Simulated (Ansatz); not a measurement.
Cartesian coordinates in Å:
```
O -0.524 1.230 -0.587
Hf 0.244 -0.314 0.190
F 1.789 -0.810 -0.795
F 0.781 0.079 1.968
Br -1.406 -2.207 0.197
H -0.883 2.023 -0.973
```

Charge 0, multiplicity 1. Hf: def2 effective core potential.

(1) List the ωB97M-V/def2-TZVPP orbital energies in eV (Ansatz 0.2.0). (An estimate is asked.)

Answers

(1) Ansatz gave: Occupied: -13156.62, -1708.95, -1537.12, -1537.11, -1537.10, -677.34, -677.34, -526.83, -241.80, -181.40, -181.34, -181.33, -74.79, -74.77, -74.77, -74.71, -74.71, -72.37, -41.31, -41.13, -40.73, -34.74, -34.31, -30.56, -23.96, -17.70, -15.55, -15.47, -15.04, -15.01, -14.76, -14.39, -13.16, -12.94, -12.11, -11.08, -11.03. Lowest empty: 0.65, 1.39, 1.41, 1.89, 2.12, 2.55, 2.62, 4.10.
